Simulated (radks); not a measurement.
Question: All-electron atom: Tb II in [Xe] 4f9 6s1. Calculated with a radial shooting solver on a logarithmic mesh with Libxc functionals: Dirac Kohn-Sham, BLYP, spin-unpolarised, spherical densities, point nucleus; open shells are shared between the two j in proportion to 2j + 1; speed of light set to 685.18 atomic units (5 times the physical value, a model run). Some entries of the table are withheld. Estimate them.

orbital     occ.  eigenvalue (eV)  <r> (bohr)  <1/r> (bohr^-1)
1s1/2          2        -48747.77     0.02326            64.75
2s1/2          2        -7799.472     0.09893            15.08
2p1/2          2              (1)     0.08383            15.11
2p3/2          4              (2)     0.08409            15.04
3s1/2          2        -1724.421      0.2551            5.692
3p1/2          2              (3)      0.2449            5.633
3p3/2          4              (4)      0.2454            5.616
3d3/2          4        -1243.073      0.2174            5.517
3d5/2          6        -1241.737      0.2176            5.512
4s1/2          2        -338.1011      0.5758            2.425
4p1/2          2        -272.6152      0.5891            2.330
4p3/2          4        -271.4499      0.5902            2.324
4d3/2          4        -154.8189      0.6246            2.115
4d5/2          6        -154.5740      0.6251            2.113
5s1/2          2         -47.2086       1.422           0.9211
5p1/2          2         -30.0427       1.614           0.8050
5p3/2          4         -29.8968       1.618           0.8028
4f5/2    3.85714         -12.5285      0.8543            1.561
4f7/2    5.14286         -12.4940      0.8549            1.560
6s1/2          1          -8.2197       3.967              (5)

Answer: 
(1) 2p1/2 eigenvalue (eV): -7426.769
(2) 2p3/2 eigenvalue (eV): -7400.819
(3) 3p1/2 eigenvalue (eV): -1557.906
(4) 3p3/2 eigenvalue (eV): -1552.605
(5) 6s1/2 <1/r> (bohr^-1): 0.3154
